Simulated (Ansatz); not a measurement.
`C[SiH2][SiH2]F` + `[SiH3]C1(Cl)C=C1` → `C[SiH2][SiH](F)[SiH3]` + `ClC1C=C1`  (formal exchange of groups at the Si–H bond)

Isolated molecules relaxed with PBE0-D4/def2-TZVP in Ansatz; ΔE leaves out vibrations. CCSD(T)/CBS adds triple-zeta CCSD(T) − MP2 to the extrapolated MP2 energy (def2 sets, frozen cores). Functionals use def2-TZVPP. B3LYP here is the variant with VWN-RPA as its local correlation; programs differ in this. One conformer a species, not always the lowest.

(1) Is it downhill or uphill in electronic energy at CCSD(T)/CBS, and by how much? (Estimate.)

(2) What do these levels give: PBE-D4, r2SCAN-D4, PBE0-D4, ωB97X-V, PBE, r2SCAN, PBE0, B3LYP, HF/def2-TZVPP, SCS-MP2/def2-TZVPP, HF/def2-QZVPP, MP2/def2-QZVPP? (An estimate is asked.)

Largest T1 diagnostic among the species: 0.012.

## Answers

(1) The calculation gave: Nearly level: ΔE = -0.02 eV.

(2) The calculation gave: PBE-D4 -0.17, r2SCAN-D4 -0.09, PBE0-D4 -0.16, ωB97X-V -0.07, PBE -0.19, r2SCAN -0.09, PBE0 -0.17, B3LYP -0.08, HF/def2-TZVPP -0.01, SCS-MP2/def2-TZVPP 0.06, HF/def2-QZVPP 0.00, MP2/def2-QZVPP 0.07 eV.
